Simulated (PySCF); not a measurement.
Compound: CH8Ge3O2.
Structure used (PBE0-D3(BJ)/def2-SVP), in Å, numbered top down from 1:
```
atom  x, y, z in Å
O1    -1.4267   -2.2954    1.3601
C2    -1.1004   -1.4935    0.5308
O3    -1.5494   -1.5273   -0.7348
Ge4    0.1485    0.0423    0.8076
Ge5   -0.9277    2.0156   -0.0953
Ge6    2.1885   -0.4098   -0.4190
H7    -2.1453   -2.2944   -0.8042
H8     0.3996    0.1289    2.3217
H9    -2.2909    2.2481    0.5805
H10   -0.0431    3.2570    0.1242
H11   -1.1386    1.8103   -1.6049
H12    3.1788    0.7532   -0.2234
H13    1.8557   -0.5353   -1.9160
H14    2.8454   -1.7150    0.0647
```

Level of theory: core-valence-separated Tamm–Dancoff BHandHLYP/aug-pcX-1 (pcseg-1 on H, def2-SVPD on Ge) in PySCF, non-relativistic, gas phase, PBE0-D3(BJ)/def2-SVP geometry. BHandHLYP without relativity tends to put these K edges a few eV too low, so spacings mean more than positions.

The lowest roots of each edge with f over 0.003 (five at most, numbered afresh; weaker and dark ones are left out), with transition dipoles (au) in the frame of the coordinates:

```json
{"root": "1", "edge": "C", "E (eV)": "284.70", "f": "0.0835", "μx": "-0.0844", "μy": "0.0637", "μz": "0.0283"}
{"root": "2", "edge": "C", "E (eV)": "288.69", "f": "0.0344", "μx": "-0.0448", "μy": "-0.0524", "μz": "-0.0103"}
{"root": "3", "edge": "C", "E (eV)": "289.58", "f": "0.0034", "μx": "-0.0102", "μy": "-0.0058", "μz": "-0.0186"}
{"root": "4", "edge": "C", "E (eV)": "290.37", "f": "0.0066", "μx": "0.0223", "μy": "-0.0182", "μz": "-0.0100"}
{"root": "5", "edge": "O", "E (eV)": "529.30", "f": "0.0449", "μx": "-0.0454", "μy": "0.0342", "μz": "0.0151"}
{"root": "6", "edge": "O", "E (eV)": "532.81", "f": "0.0192", "μx": "0.0296", "μy": "-0.0222", "μz": "-0.0102"}
{"root": "7", "edge": "O", "E (eV)": "533.34", "f": "0.0262", "μx": "-0.0284", "μy": "-0.0331", "μz": "-0.0099"}
{"root": "8", "edge": "O", "E (eV)": "533.35", "f": "0.0048", "μx": "0.0122", "μy": "0.0127", "μz": "0.0075"}
{"root": "9", "edge": "O", "E (eV)": "533.97", "f": "0.0086", "μx": "0.0165", "μy": "0.0193", "μz": "0.0037"}
```

**Question.** Molecules are fixed in this frame and the field points along y. What effective strengths 3 f cos²θ do the roots have (θ between field and μ)?

**Answer.** root 1 (C2): 0.085, root 2 (C2): 0.058, root 3 (C2): 0.001, root 4 (C2): 0.007, root 5 (O1): 0.046, root 6 (O3): 0.019, root 7 (O3): 0.043, root 8 (O1): 0.006, root 9 (O1): 0.015. Root 1 is the strongest. Averaged over all orientations cos²θ is 1/3, which gives f back.

 Relativistic effects, spin–orbit coupling among them, are left out although an element past zinc is present.

One conformer stands for the species.
